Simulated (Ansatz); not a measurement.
Coupled-cluster diagnostics for V₂S₃, Ansatz.

Geometry of the singlet (PBE-D4/def2-SVP):

```
atom   x (Å)   y (Å)   z (Å)
  V1   0.583   0.530   0.604
  V2  -0.012  -0.918  -0.380
  S3  -1.821   0.489   0.385
  S4   1.905  -1.295   0.750
  S5  -0.655   1.194  -1.359
```

Correlated methods freeze 25 core orbitals; core or outer-core shells of V are correlated, in sets that lack core-valence functions. No other spin state of charge 0 was run. Another isomer (singlet) lies 1.12 eV lower at PBE0-D4/def2-TZVP; other spin states weren't run for this one.

(1) Estimate the CCSD(T) correlation energy, the shares of MP2 and (T), T1 and the reference's ⟨S²⟩ for: charge 0, singlet, own geometry in def2-TZVP; and the rough time on 4 threads of Arm Neoverse V2 on a shared host.

## Answers

(1) 
```json
{"state": "charge 0, singlet, own geometry", "basis": "def2-TZVP", "correlation (eV)": "-45.852", "MP2 share (%)": "116.0", "(T) share (%)": "8.3", "T1": "0.049", "⟨S²⟩ (pure)": "0.00 (0.00)", "wall time": "5.2 min", "remarks": "flagged by the program, stability undecided"}
```
Customary marks for T1 are 0.02 (closed shells), 0.045 (open shells) and about 0.05 (3d metals). T1 exceeds 0.02 in 1 of 1 rows and 0.045 in 1; the higher it lies, the less the single-reference result can be trusted.
